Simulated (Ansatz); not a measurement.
## Which isomer of FH2InOSi gives these data?

These gas-phase data were calculated for one isomer of FH2InOSi at PBE0-D3(BJ)/def2-SVP (harmonic, unscaled wavenumbers; equilibrium rotational constants with average atomic masses):

| Quantity | Value |
| --- | --- |
| rotational constants | 11.27, 1.075, 0.993 GHz |
| all wavenumbers above 1500 cm⁻¹ | 2245, 2238 |
| dipole moment | 3.54 D (PBE0/def2-TZVPD) |

Candidates:

(1) `F[SiH2][O][In]`, a singlet
(2) `O[Si@@H](F)[In]`, a singlet

**Question.** Which candidate do the data belong to?

**Answer.** Candidate (1). No mode falls between 3300 and 4000 cm⁻¹, where the O–H stretch of (2) would stand.

The same quantities for all candidates:

```tsv
	rotational constants (GHz)	wavenumbers above 1500 cm⁻¹	dipole (D)	E above the lowest, PBE0-D3(BJ)/def2-SVP (kcal/mol)
(1)	11.27, 1.075, 0.993	2245, 2238	3.54	0.0
(2)	6.586, 1.161, 1.035	3938, 2168	3.38	32.0
```

Harmonic stretches to hydrogen usually lie a few per cent above observed fundamentals. Each candidate is one conformer. Atoms past krypton carry core potentials. Programs: Ansatz 0.2.0.
